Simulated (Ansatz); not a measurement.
Relaxation of BH₆O₂P (10 atoms, charge 0, multiplicity 1), to a largest force component of 0.03 eV/Å in at most 50 steps.

Method: Ansatz, RKS PBE0/def2-SVP.

```xyz
10
Properties=species:S:1:pos:R:3:forces:R:3
B 0.482 0.159 0.236 0.33 0.19 0.21
H -1.727 1.076 -0.334 0.42 1.20 2.19
O 1.535 0.853 -0.280 0.10 0.05 -0.09
O -0.056 0.602 1.399 -0.07 0.01 0.06
H -1.898 0.773 -0.943 -0.75 -0.96 -2.26
P -0.283 -1.356 -0.668 -0.04 -0.45 -0.18
H 1.850 0.535 -1.132 -0.04 -0.01 0.06
H 0.371 1.414 1.700 0.03 -0.01 -0.01
H 0.807 -2.240 -0.398 0.02 -0.03 0.00
H -1.079 -1.816 0.419 0.00 0.01 0.01
```

Question: Where does it end, and by what steps?

Answer: The run converged. The force dipped under the threshold on the way, but the program's further checks kept it going. After 29 steps the energy has fallen by 0.227 eV; H5 moved furthest, 2.01 Å.

```
step  energy less start (eV)  largest force component (eV/Å)  accepted
   0                  0.0000                           2.255       yes
   2                 -0.1706                           0.165       yes
   4                 -0.1874                           0.088       yes
   6                 -0.1974                           0.325       yes
   8                 -0.2120                           0.117       yes
  10                 -0.1915                           1.030        no
  12                 -0.2208                           0.075       yes
  14                 -0.2223                           0.073       yes
  16                 -0.2237                           0.086       yes
  18                 -0.2247                           0.087       yes
  20                 -0.2254                           0.058       yes
  22                 -0.2259                           0.014       yes
  24                 -0.2263                           0.026       yes
  26                 -0.2253                           0.167        no
  28                 -0.2268                           0.092        no
  29                 -0.2272                           0.025       yes
```

```xyz
10
Properties=species:S:1:pos:R:3
B 0.706 -0.019 0.009
H -2.671 1.591 -0.069
O 1.966 0.501 0.016
O -0.311 0.751 0.472
H -3.310 1.988 -0.195
P 0.247 -1.751 -0.749
H 2.647 -0.088 -0.320
H 0.005 1.618 0.759
H 1.367 -2.460 -0.214
H -0.647 -2.131 0.293
```

Time of the run: 95 s on 2 threads of Arm Neoverse N1, with other jobs on the host, peak memory 0.17 GiB.
